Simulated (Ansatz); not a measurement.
Total energies of NbH₄ from Ansatz at PBE-D4/def2-TZVPD, gas phase (1 Eh = 27.2114 eV = 2625.5 kJ/mol). The reference geometry is relaxed at r2SCAN-D4/def2-TZVP.

```
                state   geometry  energy (Eh)
     charge 0 doublet  reference    -59.26037
    charge -1 triplet  reference    -59.31460
free Nb atom (sextet)          –    -56.83927
free H atom (doublet)          –     -0.49962
```

In the def2 sets Nb takes a core potential; there is no spin–orbit coupling.

Problem. Work out the vertical electron affinity, to the triplet.

Solution. E(charge 0 doublet) − E(charge -1 triplet) = -59.26037 − (-59.31460) = 0.05423 Eh = 1.48 eV.

Problem. What is the binding energy per atom against free atoms?

Solution. Atoms: 1 × (-56.83927) + 4 × (-0.49962) = -58.83775 Eh. Binding: -58.83775 − (-59.26037) = 0.42262 Eh = 11.50 eV, or 2.30 eV for each of 5 atoms (no zero-point energy, no counterpoise term).

At PBE-D4/def2-TZVPD the highest occupied level of the charge -1 triplet lies above zero (up to 1.73 eV). By energy differences its removal costs 1.48 eV (vertical, to the charge 0 doublet, at PBE-D4/def2-TZVPD), and other spins of that charge weren't run; a positive level beside a positive removal energy at the same level points to self-interaction error.
